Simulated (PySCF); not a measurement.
# Polarisability and C₆ of Pd²⁺ (palladium, charge +2)

[Kr] 4d7 5s1, high-spin 5F determinant (an excited configuration). Computed with PySCF 2.14 in def2-QZVPPD with the def2 core potential (28 electrons) (7s5p4d4f2g, 88 functions), with a scalar-relativistic core potential. Coupled (time-dependent) response in atomic units; α is the mean over directions.

| method | mean α (bohr³) | C₆ (like pair) | S(−4) |
| --- | --- | --- | --- |
| r2SCAN0 | 19.20 | 105.9 | 230.1 |

S(−4) is the Cauchy moment in α(ω) = α(0) + S(−4) ω² + …

Spin-orbit coupling is absent.

α(iu) at r2SCAN0:

| u (hartree) | α(iu) (bohr³) |
| --- | --- |
| 0 | 19.20 |
| 0.0500 | 18.65 |
| 0.100 | 17.21 |
| 0.200 | 13.51 |
| 0.300 | 10.47 |
| 0.500 | 6.978 |
| 0.750 | 4.921 |
| 1.00 | 3.794 |
| 1.50 | 2.535 |
| 2.00 | 1.827 |
| 3.00 | 1.067 |
| 5.00 | 0.4793 |

A single London oscillator, α(iu) = α/(1 + u²/ω²), gives C₆ = (3/4) ω α². Matching the computed C₆ needs ω = 4 × 105.9 / (3 × 19.20²) = 0.383 hartree.

For an ion, C₆ is the dispersion term alone; charge-induced terms of lower order in 1/R come first.

Energies and moments cover only the electrons outside the core potential.
